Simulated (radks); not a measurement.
Spin polarisation of the 5d9 shell in the platinum ion Pt+. Start: [Xe] 4f14 5d(up 4.5, down 4.5); electrons of 5d are moved from spin down to spin up, other shells keep equal spins. Calculated with a radial shooting solver on a logarithmic mesh with Libxc functionals: scalar-relativistic Kohn-Sham, PBE, spin-polarised, spherical densities, point nucleus.

| moment (Bohr magnetons) | E - E(0) (eV) | e(5d up) (eV) | e(5d down) (eV) | 5p down minus up (eV) | 4f down minus up (eV) | 5s down minus up (eV) |
|---|---|---|---|---|---|---|
| 0 | 0.000 | -14.304 | -14.304 | 0.000 | 0.000 | 0.000 |
| 0.25 | -0.010 | -14.380 | -14.226 | 0.140 | 0.025 | 0.111 |
| 0.5 | -0.039 | -14.455 | -14.146 | 0.279 | 0.049 | 0.222 |
| 0.75 | -0.087 | -14.527 | -14.064 | 0.419 | 0.074 | 0.333 |
| 1 | -0.154 | -14.598 | -13.980 | 0.558 | 0.098 | 0.444 |

At moment 1 the spin-polarisation energy is -0.154 eV and the 5d exchange splitting 0.618 eV, that is 0.618 eV per Bohr magneton; E = -I m^2/4 would give I = 0.617 eV.
